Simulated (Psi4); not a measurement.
C2H3O (SMILES C[C-]=O), charge -1, singlet, at a GFN2-xTB geometry (a gas-phase anion, which may not be bound at this level); CAM-B3LYP/STO-3G (Psi4).

Here is a job for Psi4.
```
memory 2 GB

molecule {
-1 1
O     1.20222232    0.35798886    0.02041500
C    -0.02392463    0.67055660   -0.01272229
C    -0.96955705   -0.66523219   -0.00962122
H    -0.42231874   -1.62047315    0.01999328
H    -1.63707983   -0.62162665    0.85936536
H    -1.59748991   -0.65375760   -0.90861757
}

set {
  basis sto-3g
}

energy('cam-b3lyp')
print_variables()
```

Output, abridged:

```
   => Loading Basis Set <=

    Name: STO-3G
    Role: ORBITAL
    Keyword: BASIS

         ---------------------------------------------------------
                                   SCF
               by Justin Turney, Rob Parrish, Andy Simmonett
                          and Daniel G. A. Smith
                              RKS Reference
         ---------------------------------------------------------

  ==> Geometry <==

    Molecular point group: c1
    Full point group: C1

    Geometry (in Angstrom), charge = -1, multiplicity = 1:

       Center              X                  Y                   Z               Mass
    ------------   -----------------  -----------------  -----------------  -----------------
         O            1.118022063416     0.291241205987     0.019742585712    15.994914619570
         C           -0.108124886584     0.603808945987    -0.013394704288    12.000000000000
         C           -1.053757306584    -0.731979844013    -0.010293634288    12.000000000000
         H           -0.506518996584    -1.687220804013     0.019320865712     1.007825032230
         H           -1.721280086584    -0.688374304013     0.858692945712     1.007825032230
         H           -1.681690166584    -0.720505254013    -0.909289984288     1.007825032230

  Running in c1 symmetry.

  Rotational constants: A =      1.92973  B =      0.33708  C =      0.30323 [cm^-1]
  Rotational constants: A =  57851.83995  B =  10105.30467  C =   9090.50494 [MHz]
  Nuclear repulsion =   60.417337096219477

  Charge       = -1
  Multiplicity = 1
  Electrons    = 24
  Nalpha       = 12
  Nbeta        = 12

  ==> Algorithm <==

  SCF Algorithm Type is DF.
  DIIS enabled.
  MOM disabled.
  Fractional occupation disabled.
  Guess Type is SAD.
  Energy threshold   = 1.00e-06
  Density threshold  = 1.00e-06
  Integral threshold = 1.00e-12

  ==> Primary Basis <==

  Basis Set: STO-3G
    Blend: STO-3G
    Number of shells: 12
    Number of basis functions: 18
    Number of Cartesian functions: 18
    Spherical Harmonics?: true
    Max angular momentum: 1

  ==> DFT Potential <==

   => LibXC <=

    Version 7.1.2
    S. Lehtola, C. Steigemann, M. J. T. Oliveira, and M. A. L. Marques,  SoftwareX 7, 1–5 (2018) (10.1016/j.softx.2017.11.002)

   => Composite Functional: CAM-B3LYP <=

    CAM-B3LYP Hyb-GGA Exchange-Correlation Functional

    T. Yanai, D. P. Tew, and N. C. Handy,  Chem. Phys. Lett. 393, 51 (2004) (10.1016/j.cplett.2004.06.011)

    Deriv               =              1
    GGA                 =           TRUE
    Meta                =          FALSE

    Exchange Hybrid     =           TRUE
    MP2 Hybrid          =          FALSE

   => Exchange Functionals <=

    0.3500         Becke 88 [omega = 0.3300]
    0.4600   Short-range recipe for B88 functional - erf [omega = 0.3300]

   => Exact (HF) Exchange <=

    0.4600            HF,LR [omega = 0.3300]
    0.1900               HF

   => Correlation Functionals <=

    0.1900   Vosko, Wilk & Nusair (VWN5)
    0.8100   Lee, Yang & Parr

   => LibXC Density Thresholds  <==

    XC_HYB_GGA_XC_CAM_B3LYP:  1.00E-14

   => Molecular Quadrature <=

    Radial Scheme          =       TREUTLER
    Pruning Scheme         =           NONE
    Nuclear Scheme         =       TREUTLER

    Blocking Scheme        =         OCTREE
    BS radius alpha        =              1
    Pruning alpha          =              1
    Radial Points          =             75
    Spherical Points       =            302
    Total Points           =         128670
    Total Blocks           =           1033
    Max Points             =            255
    Max Functions          =             18
    Weights Tolerance      =       1.00E-15

   => Loading Basis Set <=

    Name: (STO-3G AUX)
    Role: JKFIT
    Keyword: DF_BASIS_SCF

  ==> Integral Setup <==

  SCF_SUBTYPE=INCORE selected. In-core MEM_DF algorithm will be used.
  Using in-core AOs.

  ==> MemDFJK: Density-Fitted J/K Matrices <==

    J tasked:                   Yes
    K tasked:                   Yes
    wK tasked:                  Yes
    Omega:                3.300E-01
    Algorithm:                 Core
    Schwarz Cutoff:           1E-12
    Mask sparsity (%):       0.6173
    Fitting Condition:        1E-10

   => Auxiliary Basis Set <=

  Basis Set: (STO-3G AUX)
    Blend: DEF2-UNIVERSAL-JKFIT
    Number of shells: 93
    Number of basis functions: 281
    Number of Cartesian functions: 331
    Spherical Harmonics?: true
    Max angular momentum: 4

  Minimum eigenvalue in the overlap matrix is 2.3337876317E-01.
  Reciprocal condition number of the overlap matrix is 1.0388041316E-01.
    Using symmetric orthogonalization.

  ==> Pre-Iterations <==

  SCF Guess: Superposition of Atomic Densities via on-the-fly atomic UHF (no occupation information).

   -------------------------
    Irrep   Nso     Nmo
   -------------------------
     A         18      18
   -------------------------
    Total      18      18
   -------------------------

  ==> Iterations <==

                           Total Energy        Delta E     RMS |[F,P]|

   @DF-RKS iter SAD:  -149.25368291559414   -1.49254e+02   0.00000e+00
   @DF-RKS iter   1:  -150.86033196129159   -1.60665e+00   1.39862e-02 DIIS/ADIIS
   @DF-RKS iter   2:  -150.83941060475200    2.09214e-02   2.13480e-02 DIIS/ADIIS
   @DF-RKS iter   3:  -150.91788803159034   -7.84774e-02   9.08347e-04 DIIS/ADIIS
   @DF-RKS iter   4:  -150.91812449043957   -2.36459e-04   1.80142e-04 DIIS/ADIIS
   @DF-RKS iter   5:  -150.91813427809700   -9.78766e-06   3.70375e-05 DIIS
   @DF-RKS iter   6:  -150.91813464379157   -3.65695e-07   1.48368e-05 DIIS
   @DF-RKS iter   7:  -150.91813470054299   -5.67514e-08   2.45565e-06 DIIS
   @DF-RKS iter   8:  -150.91813470169870   -1.15571e-09   2.12353e-07 DIIS
  Energy and wave function converged.

  ==> Post-Iterations <==

   Electrons on quadrature grid:
      Ntotal   =   24.0000033007 ; deviation = 3.301e-06

    Orbital Energies [Eh]
    ---------------------

    Doubly Occupied:

       1A    -18.491532     2A     -9.747341     3A     -9.577298
       4A     -0.649970     5A     -0.461433     6A     -0.172064
       7A     -0.168992     8A     -0.157635     9A     -0.015716
      10A      0.052178    11A      0.081411    12A      0.254051

    Virtual:

      13A      0.550261    14A      0.780969    15A      0.792549
      16A      0.801407    17A      0.827123    18A      1.080048

    Final Occupation by Irrep:
              A
    DOCC [    12 ]
    NA   [    12 ]
    NB   [    12 ]

  @DF-RKS Final Energy:  -150.91813470169870

   => Energetics <=

    Nuclear Repulsion Energy =             60.4173370962194767
    One-Electron Energy =                -334.1463289177011120
    Two-Electron Energy =                 138.0939162472210171
    DFT Exchange-Correlation Energy =     -15.2830591274380794
    Empirical Dispersion Energy =           0.0000000000000000
    VV10 Nonlocal Energy =                  0.0000000000000000
    Total Energy =                       -150.9181347016987047

Computation Completed

Properties will be evaluated at   0.000000,   0.000000,   0.000000 [a0]

Properties computed using the SCF density matrix

 Multipole Moments:

 ------------------------------------------------------------------------------------
     Multipole            Electronic (a.u.)      Nuclear  (a.u.)        Total (a.u.)
 ------------------------------------------------------------------------------------

 L = 1.  Multiply by 2.5417464519 to convert [e a0] to [Debye]
 Dipole X            :          3.5392666           -3.6596548           -0.1203882
 Dipole Y            :          2.2264840           -2.9011002           -0.6746162
 Dipole Z            :          0.0387901           -0.0292256            0.0095645
 Magnitude           :                                                    0.6853406

 ------------------------------------------------------------------------------------

  Variable Map:
  ----------------------------------------------------------------------------
  "CURRENT ENERGY"              =>    -150.918134701699
  "CURRENT REFERENCE ENERGY"    =>    -150.918134701699
  "DD SOLVATION ENERGY"         =>       0.000000000000
  "DFT FUNCTIONAL TOTAL ENERGY" =>    -150.918134701699
  "DFT TOTAL ENERGY"            =>    -150.918134701699
  "DFT VV10 ENERGY"             =>       0.000000000000
  "DFT XC ENERGY"               =>     -15.283059127438
  "GRID ELECTRONS ALPHA"        =>      12.000001650329
  "GRID ELECTRONS BETA"         =>      12.000001650329
  "GRID ELECTRONS TOTAL"        =>      24.000003300657
  "NUCLEAR REPULSION ENERGY"    =>      60.417337096219
  "ONE-ELECTRON ENERGY"         =>    -334.146328917701
  "PCM POLARIZATION ENERGY"     =>       0.000000000000
  "PE ENERGY"                   =>       0.000000000000
  "SCF ITERATION ENERGY"        =>    -150.918134701699
  "SCF ITERATIONS"              =>       8.000000000000
  "SCF TOTAL ENERGY"            =>    -150.918134701699
  "TWO-ELECTRON ENERGY"         =>     138.093916247221
  "XC GRID RADIAL POINTS"       =>      75.000000000000
  "XC GRID SPHERICAL POINTS"    =>     302.000000000000
  "XC GRID TOTAL POINTS"        =>  128670.000000000000

  Array Variable Map:
  ----------------------------------------------------------------------------
  "CURRENT DIPOLE"              =>      -0.120388192422 ... 0.009564513601 1 by 3
  "SCF DIPOLE"                  =>      -0.120388192422 ... 0.009564513601 1 by 3
  "SCF TOTAL ENERGIES"          =>    -149.253682915594 ... -150.918134701699 1 by 9
```
